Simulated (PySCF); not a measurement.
## Polarisability and C₆ of Li⁺ (lithium, charge +1)

1s2, closed-shell 1S. All numbers are calculated (PySCF 2.14, the non-relativistic Hamiltonian (point nucleus), in aug-cc-pCVTZ (7s6p4d2f, 59 functions)). Coupled (time-dependent) response in atomic units; α is the mean over directions.

```
method  mean α (bohr³)  C₆ (like pair)    S(−4)
   UHF          0.1671         0.06383  0.02191
   PBE          0.1853         0.07231  0.02945
  PBE0          0.1798         0.06975  0.02698
  BLYP          0.1851         0.07202  0.02956
 wB97X          0.1778         0.06839  0.02669
```

S(−4) is the Cauchy moment in α(ω) = α(0) + S(−4) ω² + …

α(iu) at PBE0:

```csv
u (hartree),α(iu) (bohr³)
0,0.1798
0.0500,0.1797
0.100,0.1795
0.200,0.1787
0.300,0.1774
0.500,0.1733
0.750,0.1660
1.00,0.1570
1.50,0.1368
2.00,0.1172
3.00,0.08556
5.00,0.04880
```

A single London oscillator, α(iu) = α/(1 + u²/ω²), gives C₆ = (3/4) ω α². Matching the computed C₆ needs ω = 4 × 0.06975 / (3 × 0.1798²) = 2.88 hartree.

For an ion, C₆ is the dispersion term alone; charge-induced terms of lower order in 1/R come first.
